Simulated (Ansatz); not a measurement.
The cluster Si₅O₄, relaxed as a singlet with RKS PBE-D4/def2-SVP in Ansatz, starting from the GFN1-xTB geometry. Force threshold 0.02 eV/Å.

The restricted singlet is unstable towards broken spin symmetry in Hartree–Fock (as tested in another run); at PBE-D4/def2-SVP this wasn't settled. Another isomer (singlet) lies 0.38 eV lower at PBE0-D4/def2-TZVP; other spin states weren't run for this one.

Start:

Cartesian coordinates in Å:
```
Si 1.461 0.030 -1.372
Si 1.300 -0.888 1.028
Si -2.008 -0.963 1.257
Si -1.827 0.349 -1.734
Si 2.023 1.383 1.537
O 1.807 1.167 -0.087
O -0.324 -1.049 1.387
O -2.270 -0.303 -0.247
O -0.162 0.274 -1.768
```

Question: Estimate the energy that the relaxation releases and the steps that it takes.

Answer: 27.6 kJ/mol, in 8 steps; 14 s on 4 threads of Arm Neoverse V1 on a shared host. The force fell under the threshold at step 7, but the optimiser went on. No frequencies were taken in this run, so the end may be a saddle point.

Question: Does the start keep its bonding?

Answer: By distances, no bond broke or formed. The bond that changes most is Si1–O6, from 1.75 to 1.84 Å (atoms count from 1).

Question: Predict the relaxed structure.

Answer: 
```xyz
9

Si    1.489   -0.018   -1.456
Si    1.348   -0.857    0.981
Si   -1.970   -0.999    1.253
Si   -1.821    0.438   -1.740
Si    2.101    1.371    1.608
O     1.544    1.076    0.021
O    -0.290   -0.903    1.432
O    -2.246   -0.309   -0.270
O    -0.155    0.202   -1.829
```
Bond lengths: 8 × O–Si 1.69 to 1.84 Å; 2 × Si–Si 2.43 to 2.58 Å.
